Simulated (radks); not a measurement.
Q: Cl I, configuration [Ne] 3s2 3p4.5 4p0.5 (fractional occupations, a model configuration). Calculated with a radial shooting solver on a logarithmic mesh with Libxc functionals: non-relativistic Kohn-Sham, revPBE, spin-polarised, spherical densities, point nucleus; open shells are filled with parallel spins first. Some entries of the table are withheld. Estimate them.

orbital,occ.,eigenvalue (Ry),<r> (bohr),r(max) (bohr)
1s up,1,-201.7856,0.09140,0.05990
1s down,1,-201.7676,0.09139,0.05990
2s up,1,-18.77687,0.4460,0.3635
2s down,1,-18.76158,0.4459,0.3637
2p up,3,-14.40423,0.4074,0.3024
2p down,3,-14.38089,0.4073,0.3026
3s up,1,(1),1.516,1.282
3s down,1,(2),1.525,1.283
3p up,3,-0.93561,(3),1.411
3p down,1.5,-0.82755,(4),1.418
4p up,0.5,-0.06801,9.120,8.136

A: 
(1) 3s up eigenvalue (Ry): -1.83705
(2) 3s down eigenvalue (Ry): -1.71974
(3) 3p up <r> (bohr): 1.757
(4) 3p down <r> (bohr): 1.790
